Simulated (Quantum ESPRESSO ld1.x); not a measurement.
All-electron atom: Hg4+ in [Xe] 4f14 5d7 6d1 (not the ground configuration). Calculated with ld1.x of Quantum ESPRESSO 7.5: Dirac Kohn-Sham, LDA (Slater exchange, Perdew-Wang correlation), spin-unpolarised, spherical densities, point nucleus; open shells are shared between the two j in proportion to 2j + 1.

Spin-orbit splittings of the eigenvalues, e(l+1/2) - e(l-1/2), with zeta = 2 splitting/(2l+1) and mean radii in bohr:

shell,occ.,splitting (eV),zeta (eV),<r> j=l-1/2,<r> j=l+1/2
2p,6,1946,1297,0.05694,0.06561
3p,6,431.0,287.3,0.1705,0.1864
3d,10,92.41,36.96,0.1622,0.1670
4p,6,104.3,69.56,0.4012,0.4356
4d,10,19.46,7.783,0.4425,0.4537
4f,14,4.208,1.202,0.4782,0.4849
5p,6,19.16,12.78,0.9570,1.045
5d,7,2.372,0.9486,1.287,1.323
5f,0,0.09403,0.02687,2.693,2.713
6p,0,3.247,2.165,2.310,2.490
6d,1,0.4061,0.1624,3.257,3.312
7d,0,0.1784,0.07138,5.791,5.867
